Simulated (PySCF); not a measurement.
3-methylbut-3-enal (C5H8O), SMILES C(=C)(C)CC=O. Atoms are numbered in the order given.

```xyz
14

C     -1.8956     0.6197     0.7662
C     -0.9632     0.1171    -0.0499
C     -1.0889    -1.2315    -0.7110
C      0.3272     0.8620    -0.3348
C      1.4568     0.2168     0.4451
O      2.3365    -0.4413    -0.0459
H     -1.7804     1.6053     1.2287
H     -2.8116     0.0648     0.9921
H     -0.2219    -1.8700    -0.4729
H     -1.1068    -1.1208    -1.8083
H     -2.0052    -1.7524    -0.3983
H      0.5838     0.8204    -1.4050
H      0.2362     1.9134    -0.0181
H      1.3960     0.3648     1.5552
```

The structure is a stationary point at ωB97X-D3(BJ)/def2-SVP. One conformer was computed; it need not be the lowest.

These are ωB97X-D3(BJ)/def2-SVP (PySCF) values and carry that method's errors.

Harmonic, unscaled wavenumbers; measured fundamentals usually lie a few per cent lower.

Computed normal modes with their intensities:
| mode | ν (cm⁻¹) | IR (km/mol) | Raman (Å⁴/amu) | depolarisation | moving atoms (share of kinetic energy) |
|---|---|---|---|---|---|
| 1 | 31 | 7.8 | 1.4 | 0.75 | O 46 %, C 32 %, H 22 % |
| 2 | 70 | 2.7 | 1.7 | 0.75 | C 51 %, H 26 %, O 22 % |
| 3 | 181 | 0.1 | 0.1 | 0.75 | H 93 % |
| 4 | 232 | 2.0 | 3.9 | 0.73 | C 60 %, H 37 % |
| 5 | 378 | 1.5 | 1.4 | 0.59 | C 59 %, H 35 % |
| 6 | 418 | 0.6 | 1.5 | 0.68 | C 54 %, H 38 % |
| 7 | 514 | 7.0 | 0.9 | 0.10 | H 42 %, C 33 %, O 24 % |
| 8 | 535 | 26.8 | 5.2 | 0.74 | C 61 %, H 37 % |
| 9 | 727 | 4.0 | 3.8 | 0.55 | H 93 % |
| 10 | 804 | 0.7 | 8.4 | 0.06 | C 61 %, H 37 % |
| 11 | 908 | 2.7 | 4.8 | 0.63 | H 48 %, C 48 % |
| 12 | 950 | 34.4 | 0.9 | 0.73 | H 73 %, C 26 % |
| 13 | 973 | 0.6 | 2.0 | 0.70 | H 61 %, C 38 % |
| 14 | 993 | 1.2 | 1.2 | 0.68 | H 67 %, C 33 % |
| 15 | 1047 | 2.8 | 1.1 | 0.47 | H 61 %, C 38 % |
| 16 | 1075 | 3.0 | 6.1 | 0.46 | H 58 %, C 41 % |
| 17 | 1099 | 14.0 | 5.3 | 0.27 | C 61 %, H 38 % |
| 18 | 1194 | 16.5 | 10.0 | 0.72 | H 77 %, C 21 % |
| 19 | 1283 | 4.2 | 2.6 | 0.74 | H 63 %, C 37 % |
| 20 | 1332 | 8.6 | 1.0 | 0.32 | C 60 %, H 40 % |
| 21 | 1411 | 9.3 | 9.4 | 0.65 | H 74 %, C 26 % |
| 22 | 1420 | 5.3 | 6.0 | 0.48 | H 83 %, C 9 % |
| 23 | 1438 | 1.7 | 27.1 | 0.57 | H 78 %, C 22 % |
| 24 | 1452 | 7.3 | 14.7 | 0.75 | H 91 %, C 9 % |
| 25 | 1465 | 15.5 | 6.8 | 0.75 | H 95 % |
| 26 | 1476 | 7.9 | 6.1 | 0.75 | H 94 % |
| 27 | 1771 | 31.2 | 29.6 | 0.15 | C 91 %, H 9 % |
| 28 | 1891 | 190.3 | 10.0 | 0.54 | C 60 %, O 37 % |
| 29 | 2937 | 88.2 | 105.8 | 0.33 | H 92 % |
| 30 | 3061 | 13.4 | 116.7 | 0.01 | H 97 % |
| 31 | 3087 | 8.3 | 98.9 | 0.08 | H 95 % |
| 32 | 3142 | 8.7 | 66.9 | 0.75 | H 91 %, C 9 % |
| 33 | 3162 | 7.1 | 57.3 | 0.69 | H 90 %, C 10 % |
| 34 | 3167 | 3.7 | 101.8 | 0.12 | H 94 % |
| 35 | 3179 | 11.8 | 64.6 | 0.72 | H 90 %, C 10 % |
| 36 | 3265 | 8.0 | 72.9 | 0.74 | H 89 %, C 11 % |
